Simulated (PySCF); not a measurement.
A structure optimised at PBE0-D3(BJ)/def2-SVP, used in a PySCF frequency run:

```
C
H 1 1.1062
H 1 1.1062 2 106.03
C 1 1.4997 2 111.58 3 -121.68
C 4 1.3527 1 109.63 2 -120.79
H 5 1.0902 4 127.25 1 180.00
H 4 1.0916 5 126.52 6 0.00
C 5 1.4517 6 126.17 4 180.00
C 8 1.3383 5 113.64 6 180.00
H 9 1.0897 8 129.26 5 180.00
```
Charge 0, spin multiplicity 2.

### Question
Write its SMILES, formula and point group.

### Answer
[C]1=CCC=C1, C5H5, Cs

### Question
What are its rotational constants (standard atomic weights)?

### Answer
9.4858, 8.1336, 4.5017 GHz
